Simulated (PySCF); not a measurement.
Mg(Br)(SeH) (BrHMgSe), SMILES [SeH][Mg][Br]. Atoms are numbered in the order given.

```xyz
4

Mg    -0.0031     0.0325     0.0000
Br     0.0007     2.3691     0.0000
Se    -0.0417    -2.3799     0.0000
H      1.4330    -2.3926     0.0000
```
Charge 0, spin multiplicity 1.

The structure is a stationary point at B3LYP-D3(BJ)/def2-TZVP. One conformer was computed; it need not be the lowest.

All values below come from PBE/def2-TZVPD run with PySCF.

ESP charges are fitted to the potential on shells at 1.4 to 2.0 van der Waals radii. Atomic charges (e):

```csv
atom,meta-Löwdin,ESP fit
Mg1,1.35,0.64
Br2,-0.73,-0.36
Se3,-0.70,-0.36
H4,0.07,0.09
```
